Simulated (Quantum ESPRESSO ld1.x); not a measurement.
All-electron atom: Pd V in [Kr] 4d6 (the NIST ground configuration). Method: Dirac Kohn-Sham, LDA (Slater exchange, VWN5 correlation), spin-unpolarised, spherical densities, point nucleus; open shells are shared between the two j in proportion to 2j + 1; computed with ld1.x of Quantum ESPRESSO 7.5.

Radial electron density D(r) = 4 pi r^2 rho(r):

r (bohr),D(r) (e/bohr)
0.002738,6.568
0.003565,10.01
0.004605,14.73
0.005996,21.32
0.007808,29.70
0.01017,39.39
0.01324,49.05
0.0171,56.31
0.02227,59.31
0.02899,56.96
0.03775,52.17
0.04916,51.36
0.0635,58.83
0.08269,70.44
0.1077,72.89
0.1402,60.78
0.1811,49.34
0.2358,52.91
0.3071,58.56
0.3999,44.89
0.5207,23.20
0.6726,15.59
0.8758,16.68
1.14,13.14
1.485,6.375
1.934,1.967
2.498,0.3987
3.252,0.04138
4.235,0.001780

D(r) has 4 maxima, at r = 0.0224, 0.0986, 0.297, 0.869 bohr, and minima at 0.0447, 0.193, 0.683 bohr, inside which lie 2.05, 11.12, 29.13 electrons.
